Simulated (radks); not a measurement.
The numbers below are computed, except where a source is named.
Neutral manganese inside a hard spherical wall (all orbitals vanish at R), configuration held at [Ar] 3d5 4s2 and not refilled when levels cross. Code: a radial shooting solver on a logarithmic mesh with Libxc functionals. Model: non-relativistic Kohn-Sham, PBEsol, spin-polarised, spherical densities, point nucleus; open shells are filled with parallel spins first. Eigenvalues in eV for spin up, with the zero of energy where the potential of the charges vanishes at infinity; a dash marks a level that is unbound or too diffuse for the functional's potential to be trusted. A positive occupied level is held by the wall or, in an anion where self-interaction has pushed it up, behind a barrier. The pressure on the wall is -dE/dV.

[
 {"R (bohr)": "free", "E (hartree)": "-1149.64430", "kinetic (hartree)": "1148.607", "e(3s)": "-85.455", "e(3p)": "-55.677", "e(3d)": "-8.443", "e(4s)": "-5.449", "e(4p, empty)": "-1.546", "e(5s, empty)": "-", "pressure (GPa)": "0"},
 {"R (bohr)": "20", "E (hartree)": "-1149.64430", "kinetic (hartree)": "1148.607", "e(3s)": "-85.455", "e(3p)": "-55.677", "e(3d)": "-8.443", "e(4s)": "-5.449", "e(4p, empty)": "-1.546", "e(5s, empty)": "-", "pressure (GPa)": "< 0.0001"},
 {"R (bohr)": "15", "E (hartree)": "-1149.64430", "kinetic (hartree)": "1148.607", "e(3s)": "-85.455", "e(3p)": "-55.677", "e(3d)": "-8.442", "e(4s)": "-5.449", "e(4p, empty)": "-1.544", "e(5s, empty)": "0.312", "pressure (GPa)": "< 0.0001"},
 {"R (bohr)": "8", "E (hartree)": "-1149.63994", "kinetic (hartree)": "1148.639", "e(3s)": "-85.205", "e(3p)": "-55.427", "e(3d)": "-8.198", "e(4s)": "-5.244", "e(4p, empty)": "-1.094", "e(5s, empty)": "4.049", "pressure (GPa)": "0.175"},
 {"R (bohr)": "5", "E (hartree)": "-1149.52392", "kinetic (hartree)": "1149.167", "e(3s)": "-82.790", "e(3p)": "-53.023", "e(3d)": "-5.901", "e(4s)": "-2.627", "e(4p, empty)": "2.928", "e(5s, empty)": "20.810", "pressure (GPa)": "12.9"},
 {"R (bohr)": "4", "E (hartree)": "-1149.24690", "kinetic (hartree)": "1150.183", "e(3s)": "-79.612", "e(3p)": "-49.891", "e(3d)": "-2.883", "e(4s)": "1.993", "e(4p, empty)": "9.118", "e(5s, empty)": "42.067", "pressure (GPa)": "73.0"},
 {"R (bohr)": "3.5", "E (hartree)": "-1148.88340", "kinetic (hartree)": "1151.412", "e(3s)": "-76.597", "e(3p)": "-46.938", "e(3d)": "0.056", "e(4s)": "7.332", "e(4p, empty)": "15.826", "e(5s, empty)": "63.075", "pressure (GPa)": "196"},
 {"R (bohr)": "3", "E (hartree)": "-1148.09789", "kinetic (hartree)": "1153.965", "e(3s)": "-71.657", "e(3p)": "-42.101", "e(3d)": "5.103", "e(4s)": "17.839", "e(4p, empty)": "28.386", "e(5s, empty)": "99.474", "pressure (GPa)": "602"},
 {"R (bohr)": "2.5", "E (hartree)": "-1146.19338", "kinetic (hartree)": "1160.033", "e(3s)": "-62.907", "e(3p)": "-33.404", "e(3d)": "14.712", "e(4s)": "40.737", "e(4p, empty)": "54.252", "e(5s, empty)": "168.16", "pressure (GPa)": "2240"},
 {"R (bohr)": "2", "E (hartree)": "-1140.71326", "kinetic (hartree)": "1177.018", "e(3s)": "-44.866", "e(3p)": "-14.773", "e(3d)": "35.963", "e(4s)": "97.803", "e(4p, empty)": "114.70", "e(5s, empty)": "314.45", "pressure (GPa)": "11000"}
]
